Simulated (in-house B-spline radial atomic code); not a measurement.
**Binding energies in the iodine ion I³⁺**

NIST's tabulated ground configuration is [Kr] 4d10 5s2 5p2; each binding energy is the energy of the ion with one electron taken from that subshell, relaxed, less that of the parent. All numbers are computed (Dirac-Hartree-Fock, average of configuration; Fermi nucleus of rms radius 4.75 fm) with an all-electron radial atomic-structure program (B-spline basis), not measured. Energies include first-order Breit, QED and recoil terms.

```json
{"subshell": "1s", "X-ray name": "K", "binding energy (eV)": "33211.9", "-ε (eV)": "33394.0", "relaxation (eV)": "65.9"}
{"subshell": "2s", "X-ray name": "L1", "binding energy (eV)": "5238.3", "-ε (eV)": "5285.3", "relaxation (eV)": "34.7"}
{"subshell": "3s", "X-ray name": "M1", "binding energy (eV)": "1118.9", "-ε (eV)": "1135.3", "relaxation (eV)": "14.3"}
{"subshell": "3d3/2", "X-ray name": "M4", "binding energy (eV)": "674.4", "-ε (eV)": "690.8", "relaxation (eV)": "15.9"}
{"subshell": "3d5/2", "X-ray name": "M5", "binding energy (eV)": "662.9", "-ε (eV)": "678.8", "relaxation (eV)": "15.7"}
{"subshell": "4s", "X-ray name": "N1", "binding energy (eV)": "238.8", "-ε (eV)": "243.4", "relaxation (eV)": "4.2"}
{"subshell": "4d3/2", "X-ray name": "N4", "binding energy (eV)": "92.6", "-ε (eV)": "95.77", "relaxation (eV)": "3.17"}
{"subshell": "4d5/2", "X-ray name": "N5", "binding energy (eV)": "90.9", "-ε (eV)": "93.94", "relaxation (eV)": "3.09"}
{"subshell": "5s", "X-ray name": "O1", "binding energy (eV)": "50.76", "-ε (eV)": "51.22", "relaxation (eV)": "0.41"}
{"subshell": "5p", "X-ray name": "O2,3", "binding energy (eV)": "38.73", "-ε (eV)": "39.03", "relaxation (eV)": "0.28"}
```

Relaxation = -ε minus the binding energy without Breit, QED and recoil terms.

Q: What does it cost to remove both a 3d3/2 and a 5s electron?

A: 740.11 eV, which is 14.92 eV more than the two single binding energies together.

Q: What does it cost to remove both a 3s and a 3d3/2 electron?

A: 1842.2 eV, which is 48.9 eV more than the two single binding energies together.

Q: What does it cost to remove both a 1s and a 3d3/2 electron?

A: 33953 eV, which is 66.54 eV more than the two single binding energies together.
